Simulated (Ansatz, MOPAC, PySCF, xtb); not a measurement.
Complex: CH3Cl (SMILES CCl) (first 5 atoms) with CHN (SMILES C#N); geometry from B3LYP-D3(BJ)/def2-TZVP, rigid monomers moved along the line of their centres of mass till H5···N7 is 4.68 Å.
(charge 0, multiplicity 1):
```xyz
8

C      0.54167    -0.45954     1.10028
Cl    -1.00396     0.40608     1.41868
H      0.30405    -1.39276     0.59960
H      1.15362     0.17353     0.46565
H      1.02878    -0.64238     2.05280
C      0.63828    -0.06264     6.61874
N      1.64697    -0.60266     6.69013
H     -0.29929     0.43741     6.52931
```

Counterpoise-corrected where a basis set is named; no monomer relaxation. Rows marked so take none.

Correlated levels freeze the cores. Rows in 3-21G, 6-31G* carry no dispersion term and start afresh at each structure (6-31G* with six Cartesian d functions). MP2/6-31G* freezes PySCF's default core. The state that PM7 reach isn't checked; PM7 holds dispersion and hydrogen-bond terms.

The values were computed with Ansatz (Gaussian basis) for Hartree–Fock, density functionals and correlated methods; MOPAC for PM7 (differences of heats of formation); PySCF for 3-21G rows, 6-31G* rows, the dispersion terms; xtb for the GFN methods. Each number belongs to the level named beside it.

```
level                          interaction energy (meV)
-----------------------------  ------------------------
GFN-FF                                            -19.5
PM7                                               -26.8
HF/6-31G*                                         -30.0
BP86/6-31G* (no counterpoise)                     -22.8
B3LYP/3-21G (no counterpoise)                     -23.2
B3LYP-D3(BJ)/def2-TZVPPD                          -30.2
PBE0/def2-TZVPPD                                  -26.7
MP2/6-31G* (no counterpoise)                      -28.0
SCS-MP2/aug-cc-pV(D+d)Z                             ___
```

Question: What belongs in the gaps?

Answer: 
- SCS-MP2/aug-cc-pV(D+d)Z, interaction energy (meV): -28.8

Ansatz is a quantum-chemistry and plane-wave program.
